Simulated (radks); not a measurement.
Results of a calculation; reference values are marked as such.
All-electron atom: Pr II in [Xe] 4f1 5d2 6s1 (not the ground configuration). Code: a radial shooting solver on a logarithmic mesh with Libxc functionals. Model: Dirac Kohn-Sham, LDA (Slater exchange, Perdew-Wang correlation), spin-unpolarised, spherical densities, finite nucleus; open shells are shared between the two j in proportion to 2j + 1; Fermi nuclear charge, rms radius 4.8919 fm.

Unscreened Slater integrals over Kohn-Sham orbitals (eV). Large and small components are both included.

integral           value
F0(6s1/2,6s1/2)   6.5319
F0(6s1/2,5d5/2)   7.4971
G2(6s1/2,5d5/2)   2.1786
F0(6s1/2,5d3/2)   7.5301
G2(6s1/2,5d3/2)   2.1033
F0(6s1/2,4f7/2)   8.4636
G3(6s1/2,4f7/2)  0.33706
F0(5d5/2,5d5/2)   9.7881
F2(5d5/2,5d5/2)   5.0387
F4(5d5/2,5d5/2)   3.3133
F0(5d5/2,5d3/2)   9.8776
F2(5d5/2,5d3/2)   5.0844
G2(5d5/2,5d3/2)   5.0825
G4(5d5/2,5d3/2)   3.3430
F0(5d5/2,4f7/2)   12.552
F2(5d5/2,4f7/2)   3.2948
F4(5d5/2,4f7/2)   1.6375
G1(5d5/2,4f7/2)   1.5813
G3(5d5/2,4f7/2)   1.2786
G5(5d5/2,4f7/2)  0.97477
F0(5d3/2,5d3/2)   9.9698
F2(5d3/2,5d3/2)   5.1341
F0(5d3/2,4f7/2)   12.757
F2(5d3/2,4f7/2)   3.4090
G3(5d3/2,4f7/2)   1.3431
G5(5d3/2,4f7/2)   1.0221
F0(4f7/2,4f7/2)   26.241
F2(4f7/2,4f7/2)   12.457
F4(4f7/2,4f7/2)   7.8119
F6(4f7/2,4f7/2)   5.6188
